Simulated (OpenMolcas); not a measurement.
**Computed transition rates of Hf**

| Item | Value |
| --- | --- |
| Program | OpenMolcas |
| Method | MS-CASPT2, IPEA 0.25 Eh, imaginary shift 0.1 Eh (closed shells correlated: 5s 5p) |
| Basis | ANO-R3 [9s7p7d4f3g1h] |
| Scalar Hamiltonian | X2C, finite nucleus |
| Active space | 4 electrons in 6 orbitals (5d 6s) |
| State averaging | 2S+1 = 3 even, 55 roots; 2S+1 = 5 even, 10 roots kept (CI in the orbitals of an earlier block); 2S+1 = 1 even, 50 roots kept (CI in the orbitals of an earlier block) |
| Spin-orbit coupling | RASSI with atomic mean-field integrals over the reference wave functions, term energies averaged over their components |

Rates come from the transition moments of the reference wave functions (E1 and E2 in the length form). At fixed line strength A goes as λ^-3 for E1 and M1 and as λ^-5 for E2, so a rate at the computed wavelength can be rescaled to the measured one. Measured vacuum wavelengths follow from level energies in NIST Handbook of Basic Atomic Spectroscopic Data. Branching counts decays inside the model space alone, at computed energies, and the table is only a selection of the E2 and M1 lines, drawn from those between levels with measured partners whose computed energy lies within a factor of 1.5 of the measured one.

```
             Upper        Lower  Type  λ computed (nm)  λ measured (nm)  A computed (s-1)  A rescaled (s-1)  Branching %
       5d2 6s2 3F3  5d2 6s2 3F2    M1             4103             4243          3.24e-01          2.93e-01        100.0
       5d2 6s2 3F4  5d2 6s2 3F3    M1             4871             4523          1.66e-01          2.07e-01        100.0
5d2 6s2 3P2 [60 %]  5d2 6s2 3F3    M1             1853             1509          1.25e-01                           19.4
5d2 6s2 3P2 [60 %]  5d2 6s2 3P1    M1             4122             4147          1.21e-01          1.19e-01         18.9
       5d2 6s2 3P1  5d2 6s2 3F2    M1             1850             1521          2.97e-02                           49.1
       5d2 6s2 3P1  5d2 6s2 3P0    M1             9062             9517          2.34e-02          2.02e-02         38.7
       5d2 6s2 3P0  5d2 6s2 3F2    E2             2324             1811          3.00e-03          1.04e-02        100.0
```

Spin-changing lines and M1 lines between different terms are not rescaled, since their strength hangs on the term gaps too.

The largest correction is for 5d2 6s2 3P0 → 5d2 6s2 3F2 (E2): 3.00e-03 × (2324 / 1811)^5 = 1.04e-02 s-1, a factor of 3.48.

The computed order of these levels differs from the measured one in 1 place, and where term gaps are wrong the rates of spin-changing lines can be off by large factors.

No measured rate stands beside these. Rescaling mends the energy factor alone: line strengths can still be far off where a level mixes with configurations outside the active space, and weak or spin-changing lines hang on small mixing coefficients that depend on the term gaps too, so rescaling need not improve them.

CASPT2 does not keep the components of a term degenerate, so their means are used; among the terms shown or strongly mixed into the levels shown the widest spread is 1400 cm-1 (5d2 6s2 3F). Over all roots computed the reference weight is 0.85 to 0.93; the roots of lowest weight are the least certain, and an intruder state may touch them. Some terms miss by over 15 % even with CASPT2, which points to a basis or an active space too small for the shells correlated. Computed and measured levels are paired by configuration, term and J; levels that our copy of the source lacks, or whose pairing is in doubt (as where it misses far off the trend of its configuration), stay unpaired. Only configurations of the active space appear.

A share in square brackets marks a mixed level and gives the weight of the term that names it.
